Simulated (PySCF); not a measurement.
# Calculated properties of Tri-n-butylphosphine, `CCCCP(CCCC)CCCC`

Compound: Tri-n-butylphosphine, C12H27P.
Cartesian coordinates in Å at the PBE0-D3(BJ)/def2-SVP level; atoms count from 1:
```xyz
40
C12H27P angstrom
C      1.964   -4.254   -0.386
C      2.124   -2.787   -0.021
C      0.946   -1.925   -0.460
C      1.097   -0.459   -0.078
P     -0.222    0.657   -0.770
C     -1.697    0.133    0.242
C     -2.582   -0.904   -0.441
C     -3.794   -1.305    0.390
C     -4.679   -2.333   -0.297
C      0.204    2.216    0.149
C      1.485    2.883   -0.335
C      1.775    4.209    0.358
C      3.055    4.871   -0.125
H      2.829   -4.851   -0.059
H      1.065   -4.686    0.083
H      1.860   -4.385   -1.475
H      3.050   -2.388   -0.474
H      2.259   -2.685    1.070
H      0.816   -2.010   -1.554
H      0.022   -2.334   -0.016
H      1.139   -0.349    1.021
H      2.057   -0.080   -0.470
H     -1.364   -0.225    1.234
H     -2.287    1.047    0.427
H     -2.915   -0.506   -1.416
H     -1.994   -1.807   -0.680
H     -4.385   -0.402    0.626
H     -3.451   -1.699    1.363
H     -5.065   -1.950   -1.255
H     -5.544   -2.606    0.325
H     -4.121   -3.257   -0.516
H      0.257    2.015    1.235
H     -0.648    2.903   -0.002
H      2.343    2.205   -0.180
H      1.423    3.043   -1.426
H      1.829    4.043    1.448
H      0.921    4.891    0.202
H      3.930    4.223    0.046
H      3.012    5.084   -1.205
H      3.241    5.824    0.394
```

Structural features include: phosphine.

**PBE0-D3(BJ)/def2-SVP geometry optimisation, gas phase (PySCF)**

| Item | Value |
| --- | --- |
| Point group | C1 |
| Rotational constants A, B, C | 0.614, 0.295, 0.207 GHz |

From CAM-B3LYP/def2-SVPD ground state and vertical TDDFT (core frozen in the response) (PySCF):

| Item | Value |
| --- | --- |
| Dipole moment | 1.27 D |
| HOMO energy | -7.54 eV |
| LUMO energy | 1.32 eV |
| HOMO–LUMO gap | 8.86 eV |
| Lowest singlet excitation | 6.37 eV (195 nm, f = 0.099) |
| Strongest line among the 10 lowest singlet transitions | S2 at 6.52 eV (190 nm, f = 0.155) |
| Lowest triplet excitation (Tamm–Dancoff) | 5.34 eV |
| Static isotropic polarisability | 177.7 au |
| Electronic spatial extent ⟨r²⟩ about the centre of nuclear charge | 5527 bohr² |

From PBE0/pcSseg-1 ground state and GIAO shieldings, non-relativistic (PySCF):

| Property | Result |
| --- | --- |
| Lowest Hirshfeld atomic charge | -0.11 e on C1, C4, C6, C9, C10, C13 |
| Highest Hirshfeld atomic charge | +0.15 e on P5 |
| 13C chemical shifts (computed TMS as zero) by class | 36.3 (C4/C6/C10), 33.3 (C3/C7/C11), 29.4 (C2/C8/C12), 16.6 (C1/C9/C13) ppm |
| 1H chemical shifts (computed TMS as zero) by class | 1.21 (H17/H18/H27/H28/H36/H37), 1.17 (H19/H20/H25/H26/H34/H35), 1.15 (H21/H22/H23/H24/H32/H33), 1.00 (H14/H15/H16/H29/H30/H31/H38/H39/H40) ppm |
| Isotropic shieldings of nuclei other than C and H, by class | 361 (P5) ppm |
| Mayer bond orders between heavy atoms | C1–C2 1.06, C2–C3 1.03, C3–C4 1.03, C4–P5 0.96, P5–C6 0.95, C6–C7 1.02, C7–C8 1.03, C8–C9 1.06, P5–C10 0.95, C10–C11 1.03, C11–C12 1.03, C12–C13 1.06 |

Monoisotopic mass (most abundant isotopes): 202.1850 u.

The rotational constants make it an asymmetric top with κ = (2B − A − C)/(A − C) = -0.57, nearer the prolate limit (−1). The largest Löwdin shares of the HOMO are 0.59 on P5, 0.10 on C4, 0.10 on C6 and 0.10 on C10. The polarisability is 26.33 Å³ as a volume (1 au = 0.148185 Å³), or 1.56 au for each of the 114 electrons. The principal polarisabilities are 145.6, 177.9 and 209.5 au; their mean is the isotropic value. S1 lies 2.49 eV below the HOMO–LUMO gap. The vertical singlet–triplet gap S1 − T1 is 1.03 eV (TDDFT singlet less Tamm–Dancoff triplet). A dipole of 1.27 D is allowed in C1, and pure rotational transitions are dipole-allowed. No computed singlet falls in the visible range (750 to 380 nm, 1.65 to 3.26 eV); S1 lies 3.11 eV above its blue end.

 NMR classes are plain means over equivalent atoms (diastereotopic ones count apart unless rotation or inversion swaps them), as if these changed places fast; in this geometry the members of some classes differ.

One conformer stands for the species.
